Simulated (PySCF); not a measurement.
SMILES O=Cc1ccc(B(O)O)s1, GFN2-xTB optimised geometry.

```
15

O     -2.53    -2.65     0.00
C     -1.33    -2.69     0.00
C     -0.44    -1.55     0.00
C      0.94    -1.55     0.00
C      1.48    -0.27     0.00
C      0.54     0.74     0.00
B      0.79     2.29     0.00
O      2.07     2.70     0.03
O     -0.20     3.21    -0.02
S     -1.06     0.07     0.00
H     -0.78    -3.66     0.00
H      1.52    -2.46     0.00
H      2.53    -0.05     0.00
H      2.17     3.66     0.03
H     -1.10     2.88    -0.04
```

Density from PySCF with PBE0/def2-TZVP at that geometry.

Minimum of the electron density along straight lines between bonded atoms, close to the bond critical point (lines longer than 1.1 times the sum of covalent radii, or with two minima, are not listed):

```
bond    length / Å  ρ at the minimum / e bohr⁻³  ∇²ρ there / e bohr⁻⁵  position (fraction from the first atom)
------  ----------  ---------------------------  --------------------  ---------------------------------------
O1–C2        1.207                        0.423                     ?                                     0.67
C2–C3        1.442                        0.295                     ?                                     0.49
C3–C4        1.379                        0.323                 -0.94                                     0.51
C4–C5        1.397                        0.314                 -0.92                                     0.51
C5–C6        1.377                        0.324                 -0.94                                     0.49
C6–B7        1.571                        0.182                     ?                                     0.68
B7–O8        1.347                        0.218                  1.00                                     0.33
B7–O9        1.356                        0.212                  0.96                                     0.33
C3–S10       1.734                        0.211                 -0.42                                     0.48
C6–S10       1.729                        0.213                 -0.42                                     0.47
C2–H11       1.109                        0.278                 -0.98                                     0.65
C4–H12       1.076                        0.289                 -1.05                                     0.65
C5–H13       1.075                        0.291                 -1.06                                     0.65
O8–H14       0.958                        0.361                 -2.51                                     0.81
O9–H15       0.956                        0.363                 -2.53                                     0.81
```

Problem. Complete the blanks.

Solution. 
- O1–C2, ∇²ρ there / e bohr⁻⁵: -0.06
- C2–C3, ∇²ρ there / e bohr⁻⁵: -0.86
- C6–B7, ∇²ρ there / e bohr⁻⁵: -0.18
